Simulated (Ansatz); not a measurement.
The pair A = BH3O (SMILES BO) (first 5 atoms), B = BH3O (SMILES BO); geometry from B3LYP-D3(BJ)/def2-TZVP.
(charge 0, multiplicity 1):
```xyz
10

B     -0.7825     0.0336    -0.5596
O     -0.0546     0.1073     0.5840
H     -1.9254    -0.2731    -0.4420
H     -0.2691     0.2711    -1.6105
H      0.8693     0.3572     0.4669
B      0.8652    -0.0103     3.8609
O     -0.3659    -0.2658     3.3886
H      1.0431    -0.0901     5.0383
H      1.7561     0.2898     3.1098
H     -0.4293    -0.1800     2.4224
```

Cores are frozen in the correlated methods. MP2 and its Hartree–Fock in aug-cc-pVTZ are density fitted.

The values were computed with Ansatz (Gaussian orbitals). 

The counterpoise-corrected interaction energy is E(AB) − E(A in the pair's basis) − E(B in the pair's basis). Total energies (hartree):

```
level                          AB  A in the pair's basis  B in the pair's basis
-------------------  ------------  ---------------------  ---------------------
HF/aug-cc-pVDZ       -202.6851589           -101.3400877           -101.3396492
MP2/aug-cc-pVDZ      -203.2766750           -101.6347664           -101.6341703
HF/aug-cc-pVTZ       -202.7447402           -101.3697004           -101.3694281
MP2/aug-cc-pVTZ      -203.4639739           -101.7279386           -101.7275576
CCSD(T)/aug-cc-pVDZ  -203.3343835           -101.6636323           -101.6630280
```

Work out the counterpoise-corrected interaction energy at the basis-set limit: extrapolate the MP2 correlation part as X⁻³, take Hartree–Fock from the larger set, and add the CCSD(T) − MP2 difference of aug-cc-pVDZ.


1. Differences (1 hartree = 627.509 kcal/mol): HF/aug-cc-pVDZ -3.402; MP2/aug-cc-pVDZ -4.856; HF/aug-cc-pVTZ -3.521; MP2/aug-cc-pVTZ -5.320; CCSD(T)/aug-cc-pVDZ -4.846.
2. Correlation parts, MP2 less HF: -1.453 in aug-cc-pVDZ (X = 2), -1.799 in aug-cc-pVTZ (X = 3).
3. Limit (3³·(-1.799) − 2³·(-1.453))/(3³ − 2³) = -1.944; with HF/aug-cc-pVTZ it gives -5.465.
4. CCSD(T) less MP2 in aug-cc-pVDZ: 0.009.
Result: -5.46 kcal/mol, against -4.86 at MP2/aug-cc-pVDZ. It is an estimate of this method's limit, not of the exact value.

Ansatz is a program for electronic structure.
